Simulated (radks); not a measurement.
Task: All-electron atom: N2+ in [He] 2s2 2p1. Method: scalar-relativistic Kohn-Sham, r2SCAN, spin-polarised, spherical densities, finite nucleus; open shells are filled with parallel spins first; meta-GGA in the generalised Kohn-Sham scheme; Fermi nuclear charge, rms radius 2.5582 fm; computed with a radial shooting solver on a logarithmic mesh with Libxc functionals. Some entries of the table are withheld. Estimate them.

orbital  occ.  eigenvalue (hartree)  <r^2> (bohr^2)  r(max) (bohr)
1s up       1             -15.76695         0.07096         0.1483
1s down     1             -15.72889         0.07041         0.1482
2s up       1              -1.88601           1.596            (1)
2s down     1              -1.76911           1.663            (2)
2p up       1              -1.41795           1.574         0.8637
2p down     0              -1.30113           1.675         0.8901

Result: 
(1) 2s up r(max) (bohr): 0.9526
(2) 2s down r(max) (bohr): 0.9662
